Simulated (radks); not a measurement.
Task: These are the eigenvalues of the occupied orbitals of an atom or ion with whole-number occupations (hartree). Method: Dirac Kohn-Sham, relativistic LDA (MacDonald-Vosko exchange, VWN5 correlation), spin-unpolarised, spherical densities, finite nucleus; Fermi nuclear charge, rms radius of each element as measured or else 0.836 A^(1/3) + 0.57 fm; computed with a radial shooting solver on a logarithmic mesh with Libxc functionals.

orbital  eigenvalue
1s1/2     -458.4355
2s1/2     -60.14735
2p1/2     -54.20157
2p3/2     -52.67756
3s1/2      -9.13109
3p1/2      -7.08609
3p3/2      -6.87048
3d3/2      -3.31587
3d5/2      -3.28273
4s1/2      -1.82144
4p1/2      -1.36312

Which element is it, and in what charge state? The configuration may be excited. Open shells, if any, fill j = l - 1/2 first.

Result: Z = 34, selenium, charge +3: Se3+ in [Ar] 3d10 4s2 4p1. The list shows which subshells hold electrons but not how many an open one holds; the 1s level, -458.44 hartree, gives Z - s = 30.3 by -(Z - s)^2/2, which with screening and relativity narrows Z to a few neighbours, and the depths of the outer levels then fix element, charge and occupations together.
